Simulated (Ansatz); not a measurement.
Correlation energies of FH3S3Zr, SMILES `[F][Zr]([SH])([SH])[SH]` by basis set

Cartesian coordinates in Å:
```
F -1.573 0.390 -1.128
Zr -0.065 0.017 -0.046
S 0.882 -2.160 -0.543
S -0.626 0.026 2.313
S 1.698 1.650 -0.366
H 0.686 -1.958 -1.863
H -1.788 -0.609 2.052
H 0.785 2.643 -0.418
```

Charge 0, multiplicity 1. Correlated methods include outer-core shells of Zr, which these sets cover unevenly. Zr: def2 effective core potential. Geometry: relaxed with PBE0-D4/def2-TZVP. It is one conformer, not always the lowest. Frozen core, restricted reference, Ansatz.

```tsv
basis	HF (Eh)	MP2 corr.	CCSD corr.	(T)	CCSD(T) total
def2-SVP	-1340.07879	?	-0.87295	?	?
def2-TZVPP	?	?	-1.18001	-0.05669	?
def2-QZVPP	-1340.67647	-1.26127	–	–	–
```

Question: Fill in the withheld values. (Estimate.)

Answer: Ansatz gave: def2-SVP MP2 corr.: -0.83255; def2-SVP (T): -0.03108; def2-SVP CCSD(T) total: -1340.98282; def2-TZVPP HF (Eh): -1340.63386; def2-TZVPP MP2 corr.: -1.13910; def2-TZVPP CCSD(T) total: -1341.87056.
